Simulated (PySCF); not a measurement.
CH₃Zn, SMILES [CH3][Zn] (connectivity only; charge and spin as stated), neutral, multiplicity 2.

Geometry: TPSSh-D3(BJ)/def2-TZVP. The multiplicity is an assumed one; other spin states were not compared. The isomer is the one that the SMILES or the coordinates give; other isomers of the formula were not compared.

All values below come from PySCF with PBE0/def2-TZVPD.

```yaml
total_energy: -1818.97380 hartree
point_group: C3v
"α spin, highest occupied and lowest empty level": -5.11 and -0.63 eV
"β spin, highest occupied and lowest empty level": -7.89 and -2.14 eV
dipole_moment: 0.14 D
quadrupole, principal values (traceless, Buckingham form, about the centre of nuclear charge): -4.44, 2.22, 2.22 D·Å
mean_static_polarisability: 57.8 bohr³ (8.56 Å³)
polarisability_principal_values: 50.7, 50.7, 71.9 bohr³
"⟨S²⟩": 0.756 (pure state 0.75)
```
